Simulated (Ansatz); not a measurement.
The same path of H3NS2Si (7 atoms, charge 0, multiplicity 1) was run 3 times with different band settings. The coordinate that changes most is the dihedral H6–N1–Si2–S3.

Level of theory: Ansatz, RKS LDA/cc-pVDZ.

Relaxed end points:

```xyz
7
Properties=species:S:1:pos:R:3
N -0.826 0.821 -0.411
Si 0.525 -0.183 -0.088
S 0.829 -1.251 1.739
S 0.215 -2.276 -0.119
H -0.687 1.838 -0.430
H -1.732 0.568 0.003
H 1.736 0.415 -0.739
```

```xyz
7
Properties=species:S:1:pos:R:3
N -0.696 1.012 -0.102
Si 0.507 -0.209 -0.129
S 1.002 -1.135 1.709
S 0.114 -2.302 0.057
H -1.528 0.867 0.484
H -0.922 1.500 -0.976
H 1.584 0.198 -1.089
```

Common settings: spring 5.0 eV/Å²; optimiser quadratic models (default); start path IDPP; iteration limit 60; end points relaxed.

| run | movable images | climbing image | force threshold |
| --- | --- | --- | --- |
| 1 | 5 | yes | 0.05 eV/Å |
| 2 | 5 | yes | 0.5 eV/Å |
| 3 | 8 | no | 0.05 eV/Å |

(1) What does each run give, and how far can it be trusted?

Answers

(1) Run 1: converged after 6 iterations, highest image 0.141 eV above the first end. A vibrational analysis at the climbing image gives one clearly imaginary mode, 257i cm⁻¹: a first-order saddle point.
Run 2: converged after 2 iterations, highest image 0.170 eV above the first end. The threshold of 0.5 eV/Å is loose, so the images may lie well off the minimum-energy path. The order of the stationary point at the top wasn't checked.
Run 3: converged after 5 iterations, highest image 0.137 eV above the first end. No image climbed, so the highest image needn't sit at the top of the path.
